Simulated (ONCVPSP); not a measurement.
# Gd (Z = 64): excitation energies, all-electron against ONCV

ONCVPSP 4.0.1 input, shortened (lines: element, Z, core and valence counts, functional; n l f; lmax; l rc ep ncon nbas qcut; lloc lpopt rc5 dvloc0; l nproj debl; icmod fcfact rcfact), PBE, scalar-relativistic:

```
  Gd 64.00   10    4        4      upf
    1    0    2.00
    2    0    2.00
    2    1    6.00
    3    0    2.00
    3    1    6.00
    3    2   10.00
    4    0    2.00
    4    1    6.00
    4    2   10.00
    4    3    7.00
    5    0    2.00
    5    1    6.00
    5    2    1.00
    6    0    2.00
    2
    0    2.45    0.00    4    7    6.20
    1    1.85    0.00    4    7    6.90
    2    2.65    0.00    3    7    5.90
    4    5    1.25    6.00
    0    3    1.00
    1    2    2.90
    2    2    1.70
    0    0.00    0.00
```

Energies are relative to the spin-unpolarised reference configuration 5s2 5p6 5d1 6s2; without spin polarisation the order of configurations can differ from experiment. Not all tests gave a result: 1 of 4 tests not solved or not reliable.

```
valence configuration  charge  ΔE all-electron (eV)  error AE − PS (meV)
      5s2 5p6 5d1 6s1      +1                 6.645                 +0.4
      5s2 5p6 5d1 6s0      +2                18.745                  +14
  5s2 5p6 5d1 6s0 6p1      +1                10.221                 +3.0
```
